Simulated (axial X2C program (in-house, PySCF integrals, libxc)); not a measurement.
## Potential curves of TiAs, with spin–orbit coupling

All values were computed with an axial X2C code built on PySCF integrals. Two-component (2c) means X2C with spin–orbit coupling and atomic mean-field two-electron Coulomb and Gaunt terms. Basis: As dyall-cv3z [9s9p6d4f1g], Ti dyall-cv3z [10s10p6d4f2g] (cores contracted in-house); Gaussian nuclei, density fitting, unrestricted open shells. Masses: As 74.922 u, Ti 47.948 u.

State: Ω = 5/2 (⟨Sz⟩ = -0.50, ⟨Lz⟩ = 3.00 at M06). Energies in cm⁻¹ from the lowest point of each curve. Fits are polynomials in 1 − R0/R over 0.85 to 1.23 times the lowest point R0.

```csv
R (Å),M06
2.2410,725
2.3125,76
2.3840,0
2.4674,421
2.5509,1201
2.6582,2509
```

The state is one determinant whose occupation by symmetry is held fixed; it was picked as the lowest of a PBE0 search that is not exhaustive. Density functionals use the spin component along the axis (collinear). Other states lie close and PBE0, whose exact exchange favours high spin, may order them wrongly; the determinant shown need not be the ground state. The nearest other spin-free determinant of the search, M_S = 1/2, Λ = 1, lies 0.07 eV up at the distance of the search. Without a current term, density functionals place determinants with orbital angular momentum somewhat too high. With several unpaired electrons one determinant need not be a pure state. A state of lower Ω lies just above, and one determinant can place such states too high, so the state shown need not be the lowest. The search has Ω = 1/2 only 0.07 eV up. The determinant is spin-polarised beyond a pure state at some levels (its spin-free form has ⟨S²⟩ too high), which makes Re and μ there less reliable.

(1) Fit the M06 curve near its minimum: give the equilibrium distance and the harmonic wavenumber.

Answers

(1) At M06, 2c: Re = 2.359 Å, ωe ≈ 322 cm⁻¹; Be follows as 0.104 cm⁻¹.
